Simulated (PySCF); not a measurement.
**MnBr: energy against distance**

Set-up: PySCF, spin-free X2C with a Gaussian nucleus, basis sets Mn ANO-RCC-VDZP, Br ANO-RCC-VDZP. Energies in eV from Mn (3d5 4s2) + Br in their ground configurations at the same level. State: ⁷Σ⁺ (septet), unpaired electrons σ ↑↑, π ↑↑, δ ↑↑.

All columns are PBE0. A positive dipole means Mn(−)Br(+).

| R (Å) | E (eV) | μ (D) | Mulliken charge on Mn (basis-dependent) | HOMO (eV) | LUMO (eV) | Mayer bond order | ⟨S²⟩ |
| --- | --- | --- | --- | --- | --- | --- | --- |
| 2.067 | -2.438 | -1.37 | 0.35 | -5.18 | -2.31 | 1.17 | 12.01 |
| 2.163 | -2.899 | -1.93 | 0.38 | -5.40 | -2.33 | 1.09 | 12.01 |
| 2.259 | -3.145 | -2.51 | 0.41 | -5.59 | -2.39 | 1.02 | 12.00 |
| 2.331 | -3.230 | -2.95 | 0.43 | -5.73 | -2.45 | 0.98 | 12.00 |
| 2.403 | -3.250 | -3.39 | 0.45 | -5.86 | -2.52 | 0.94 | 12.00 |
| 2.475 | -3.223 | -3.83 | 0.47 | -5.99 | -2.60 | 0.90 | 12.00 |
| 2.571 | -3.133 | -4.42 | 0.49 | -6.14 | -2.73 | 0.85 | 12.00 |
| 2.691 | -2.962 | -5.15 | 0.52 | -6.30 | -2.90 | 0.80 | 12.00 |
| 2.836 | -2.709 | -5.99 | 0.55 | -6.46 | -3.11 | 0.75 | 12.00 |
| 3.028 | -2.340 | -7.05 | 0.58 | -6.60 | -3.39 | 0.69 | 12.00 |

A fit through these points gives, at Re = 2.395 Å, μ = -3.34 D and dμ/dR = -6.13 D/Å; the reduced mass is 32.39 u.

How strong is the fundamental in the double-harmonic approximation, I = 42.26·(dμ/dR)²/μred km/mol?

I = 42.26·(-6.13)²/32.39 = 49.0 km/mol at PBE0.

The metal atom is held in its measured ground configuration; semilocal functionals can put another filling of s and d lower by some tenths of an eV, and De to that atom would be smaller. Spin–orbit coupling is left out. The state is the lowest single determinant that the PBE0 search found; with open d or f shells the true ground state can be another one.
